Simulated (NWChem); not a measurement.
GaO, doublet; SMILES [Ga]=[O]

Results from NWChem. Spin-unrestricted. All runs use the structure optimised with PBE0/def2-SVP, spin-unrestricted. No stability test was run on the SCF state. Vertical excitations in the gas phase. Excited states of an open shell can be spin-contaminated.

**Question.** Estimate the computed values for CAM-B3LYP/def2-SVP, TDA. Quantities: lowest excitation (eV); oscillator strength of that lowest state; lowest state with f > 0.02 (eV); oscillator strength of that bright state; lowest empty minus highest occupied level, either spin (eV).

**Answer.** 
```json
{
  "lowest excitation (eV)": "0.56",
  "oscillator_strength_of_that_lowest_state": "0.001",
  "lowest state with f > 0.02 (eV)": "3.61",
  "oscillator_strength_of_that_bright_state": "0.066",
  "lowest empty minus highest occupied level, either spin (eV)": "6.08"
}
```
